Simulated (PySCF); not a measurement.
Si(H)2(OH)2 (H4O2Si), SMILES [SiH2](O)O.

Coordinates come from a r2SCAN-D4/def2-TZVP optimisation. One conformer was computed; it need not be the lowest.

These are PySCF 2.14.0 with TDA-M06-2X/def2-SVPD values and carry that method's errors.

Vertical excitations. Gas-phase values at a fixed geometry. State labels are in the subgroup C2.

```
state  symmetry  energy (eV)  λ (nm)      f                                                                  main pairs
-----  --------  -----------  ------  -----  --------------------------------------------------------------------------
S1            B         7.89     157  0.005                                                              HOMO→LUMO 79 %
S2            A         8.36     148  0.025                                          HOMO→LUMO+1 58 %, HOMO−2→LUMO 29 %
S3            B         8.46     147  0.038                                                            HOMO−1→LUMO 77 %
S4            A         8.77     141  0.027    HOMO−2→LUMO 32 %, HOMO−1→LUMO+1 23 %, HOMO→LUMO+1 21 %, HOMO→LUMO+4 12 %
S5            A         9.13     136  0.000                                        HOMO−1→LUMO+1 56 %, HOMO−2→LUMO 21 %
S6            B         9.21     135  0.030                                                            HOMO→LUMO+2 88 %
S7            B         9.48     131  0.183                                        HOMO−2→LUMO+1 58 %, HOMO→LUMO+3 16 %
S8            A         9.88     126  0.034                                          HOMO→LUMO+4 71 %, HOMO→LUMO+1 13 %
S9            B         9.90     125  0.215                                        HOMO→LUMO+3 66 %, HOMO−2→LUMO+1 16 %
S10           A        10.25     121  0.012  HOMO−2→LUMO+2 35 %, HOMO−1→LUMO+4 25 %, HOMO−2→LUMO+3 9 %, HOMO−3→LUMO 7 %
T1            B         7.64     162      0                                                              HOMO→LUMO 67 %
T2            A         7.99     155      0                                          HOMO→LUMO+1 52 %, HOMO−2→LUMO 26 %
T3            B         8.11     153      0                                                            HOMO−1→LUMO 71 %
T4            A         8.47     146      0    HOMO−2→LUMO 25 %, HOMO−1→LUMO+1 24 %, HOMO→LUMO+1 21 %, HOMO→LUMO+4 14 %
```
Triplets are in the Tamm–Dancoff approximation.
